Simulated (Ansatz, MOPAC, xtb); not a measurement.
# CBr2F2 (dibromodifluoromethane): methods side by side

CBr2F2, singlet, SMILES `FC(F)(Br)Br`. Each level relaxes the structure for itself.

Quantity: the highest harmonic wavenumber at each level's own minimum, in cm⁻¹. The values are calculated.

| level | kind | program | value (cm⁻¹) |
| --- | --- | --- | --- |
| PM6-D3 | semi-empirical | MOPAC | 1221 |
| PM6-DH+ | semi-empirical | MOPAC | 1222 |
| PM6-ORG | semi-empirical | MOPAC | 1347 |
| GFN2-xTB | semi-empirical | xtb | 1099 |
| HF/STO-3G | Hartree–Fock | Ansatz | 1447 |
| HF/3-21G | Hartree–Fock | Ansatz | 1340 |
| HF/6-31G* (Cartesian functions) | Hartree–Fock | Ansatz | 1348 |
| PBE/def2-SVP | GGA | Ansatz | 1176 |
| PBE0-D4/def2-TZVP | global hybrid | Ansatz | 1190 |
| B3LYP/6-31G* (Cartesian functions) | global hybrid | Ansatz | 1213 |

All-electron rows without a relativistic Hamiltonian named are non-relativistic. Harmonic and unscaled. The values span 1099 to 1447 cm⁻¹.
